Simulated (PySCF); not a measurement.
# Calculated NMR data

Computational details: GFN2-xTB geometry, B3LYP/pcJ-1 coupling constants (spin–dipole term left out of most H,H and C,H couplings), PBE0/pcSseg-1 with gauge-including orbitals, in PySCF 2.14 (one conformer, no relativistic terms, isolated molecule, fast rotation and ring inversion assumed for equivalent nuclei).

Referencing at the same level of theory: ¹H and ¹³C against TMS. Multiplet labels drop J under 1 Hz and among equivalent protons, and merge close values. Unscaled 3J(H,H) run several per cent high. Where no couplings were computed, multiplicities follow the n + 1 count of equivalent neighbours, and m marks all less simple cases (inequivalent or close neighbours, rings, F or P nearby). Shifts are as computed. Against solution values, carbons near 30 ppm lie about +3 ppm off and those near 130 ppm about +5 ppm. Of 1211 compounds with measured shifts, 218 miss one by over three times the rms of a fit or turn the order of signals round; such compounds aren't used in these exercises.

**1.** propylene oxide, C$_{3}$H$_{6}$O. ¹H NMR (400 MHz, computed): δ 2.67 (qdd, J = 5.3, 3.4, 1.5 Hz, 1H), 2.47 (dd, J = 6.1, 3.4 Hz, 1H), 2.08 (dd, J = 6.1, 1.5 Hz, 1H), 1.30 (d, J = 5.3 Hz, 3H). ¹³C{¹H} NMR (computed): δ 46.0, 44.6, 20.9.

**2.** SMILES [C@H]12CC[C@](C)(CC1)O2, C$_{7}$H$_{12}$O. ¹H NMR (400 MHz, computed): δ 4.42 (m, 1H), 1.87 (m, 2H), 1.49 (s, 3H), 1.42 (m, 2H), 1.36 (m, 2H), 1.36 (m, 2H). ¹³C{¹H} NMR (computed): δ 85.3 (C), 79.2 (CH), 39.3 (CH2), 35.4 (CH2), 23.2 (CH3).
